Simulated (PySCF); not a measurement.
Choosing a molecule for a target property.

Species are written as SMILES; each is one conformer at its optimised geometry, gas phase, non-relativistic unless stated. Electronic properties by PySCF.

The conformers computed, where there is a choice (atom-mapped SMILES and torsion angles):
- `[CH+:1]=[C:2][SiH2:3][C@H:4]([F:5])[SiH3:6]`: C2–Si3–C4–F5 -67°
- `[CH2+:1][C:2]=[C:3]=[CH:4][CH2:5][O:6][C:7]([F:8])([F:9])[F:10]`: C3–C4–C5–O6 -177°, C4–C5–O6–C7 86°, C5–O6–C7–F8 -60°
- `[N:1]#[C:2]/[CH:3]=[C:4]\[O:5][CH2:6][C:7]#[N:8]`: C3–C4–O5–C6 21°, C4–O5–C6–C7 65°

(1) Wanted: isotropic g value between 2.0024 and 2.0028 (unrestricted B3LYP/pcH-1, mean-field spin–orbit) and smallest rotational constant above 1.1 GHz (GFN2-xTB), at GFN2-xTB geometries. Which candidate meets both?
A. `[CH+]=[C][SiH2][C@H](F)[SiH3]` [radical]
B. `[SiH3][C]1C=C[SiH2]1` [radical]
C. `[CH2+][C]=C=CCOC(F)(F)F` [radical]
D. `C(C#N)O/[C]=C\C#N` [radical]
E. `C([C@@H]1OC[C]1C#N)#N` [radical]

## Answers

(1) B. Computed values:
```
                                species  isotropic g value  smallest rotational constant
            C(C#N)O/[C]=C\C#N [radical]            2.00227                     1.346 GHz
      [CH2+][C]=C=CCOC(F)(F)F [radical]            2.00253                     0.495 GHz
         [SiH3][C]1C=C[SiH2]1 [radical]            2.00265                     1.569 GHz
        C([C@@H]1OC[C]1C#N)#N [radical]            2.00300                     1.230 GHz
[CH+]=[C][SiH2][C@H](F)[SiH3] [radical]            2.00825                     1.007 GHz
```
